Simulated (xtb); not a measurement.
ClI, triplet, at a GFN2-xTB geometry (a higher spin typed on purpose: for a closed-shell molecule this is an excited state), atoms displaced at random by about 0.02 Å a coordinate. Base run: xtb with GFN1-xTB.

Here is a job for xtb.
```
$ xtb mol.xyz --gfn 1 --uhf 2 --opt --json

# file mol.xyz
2

Cl     0.00408509     0.00123778    -2.12089967
I      0.00441242    -0.01357078     0.65520309
```

The base run was repeated with changes; each row names its change, and settings that it needs were set with it.

| change | ΔE vs base (kcal/mol) | optimiser steps |
|---|---|---|
| base | 0.000 | 6 |
| opt level = tight | 0.000 | 6 |
| engine = lbfgs | 0.000 | - |
| engine = inertial | 0.000 | - |
| alpb = methanol | -3.95 | 6 |
| opt level = extreme | 0.000 | 7 |
| opt level = sloppy | 0.000 | 5 |
| opt level = loose | 0.000 | 5 |
| alpb = water | -1.28 | 6 |
| opt level = crude | 0.026 | 4 |
